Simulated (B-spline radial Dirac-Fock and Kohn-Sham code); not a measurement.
**The Ge-like isoelectronic sequence (32 electrons), Z = 54 to 66**

Method: Dirac-Fock ΔSCF + Breit + QED. Computed with an atomic code on a B-spline grid. Binding energies in eV, tabulated ground configurations ([Ar] 3d10 4s2 4p2 throughout). Correlation energy is missing from these numbers.

```
  ion   3p1/2   3d3/2   3d5/2      4s  outermost level  NIST ionisation energy
Xe²²⁺  1636.9  1324.2  1310.9   752.1       689.6 (4p)                 700 ± 4
Cs²³⁺  1744.9  1419.0  1404.4   807.6       741.6 (4p)                 753 ± 4
Ba²⁴⁺  1856.5  1517.0  1500.9   864.9       795.5 (4p)                 809 ± 4
La²⁵⁺  1971.7  1618.1  1600.5   924.2       851.2 (4p)                 865 ± 4
Ce²⁶⁺  2090.6  1722.3  1703.0   985.5       908.8 (4p)                 924 ± 4
Pr²⁷⁺       ?       ?       ?       ?                ?                       ?
Nd²⁸⁺  2339.5  1940.2  1917.2  1114.0      1029.3 (4p)                1049 ± 4
Pm²⁹⁺  2469.5  2053.9  2028.9  1181.2      1092.4 (4p)                1113 ± 4
Sm³⁰⁺  2603.3  2170.7  2143.5  1250.4      1157.3 (4p)                1180 ± 4
Eu³¹⁺  2740.9  2290.7  2261.2  1321.7      1224.1 (4p)                1249 ± 4
Gd³²⁺  2882.4  2413.8  2381.9  1395.0      1292.7 (4p)                1321 ± 4
Tb³³⁺  3027.8  2540.1  2505.6  1470.4      1363.2 (4p)                1393 ± 5
Dy³⁴⁺  3177.1  2669.6  2632.3  1547.9      1435.6 (4p)                1468 ± 5
```

Q: Fill in the row of Pr²⁷⁺.

A: 3p1/2 2213.2, 3d3/2 1829.7, 3d5/2 1808.6, 4s 1048.7, outermost 968.1 (4p), NIST 985 ± 4 eV.

NIST's values are for the lowest levels; a dash marks a value that is missing or belongs to another shell. Their kind here: theoretical. Where a p, d or f shell is open in either ion the computed value averages over both j values and all terms, while the table refers to the lowest levels; that difference holds spin-orbit splitting (largest in heavy or highly charged ions), term energies where several electrons share open shells, and correlation, and it can reach 10 % or more.
